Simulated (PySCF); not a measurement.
## Electron correlation in W⁶⁴⁺ (tungsten, charge +64)

Starting occupation: [Ne]. Computed with PySCF 2.14 in an even-tempered Gaussian basis (17 s from 12 bohr⁻², ratio 2.6; 14 p from 15 bohr⁻², ratio 2.6; 6 d from 16 bohr⁻², ratio 2.8; 3 f from 330 bohr⁻², ratio 2.8), with X2C-1e with screened-nucleus spin-orbit coupling, Gaussian nucleus. Frozen: 1s2; 8 electrons correlated; the 52 highest virtual spinors left out.

MP2 pair energies summed by pair of shells (mhartree):

```
       pair   energy  share (%)
2p1/2-2p3/2  -107.35       33.0
2p3/2-2p3/2  -100.14       30.8
2p3/2-2s1/2   -51.20       15.7
2p1/2-2s1/2   -27.77        8.5
2p1/2-2p1/2   -25.11        7.7
2s1/2-2s1/2   -13.67        4.2
```

Total MP2 correlation energy: -325.25 mhartree.

The virtual space was cut to 52 spinors, which keep -269.20 of the -325.25 mhartree of MP2 correlation.

```csv
level,correlation energy (mhartree)
CCSD,-270.08
(T),-0.02
CCSD(T),-270.10
```

Diagnostics: T1 = 1.8e-05, largest double amplitude 0.002.

Task: Is a single reference adequate?

Result: Yes: T1 lies below 0.03 and no double amplitude reaches 0.07.

The coupled-cluster values are those of the cut space; adding the MP2 remainder, -56.05 mhartree, estimates the full space.

At this charge the one-electron X2C treatment keeps the bare 1/r₁₂, with no two-electron picture change or Breit term. The effect here is smaller than on the frozen 1s shell.
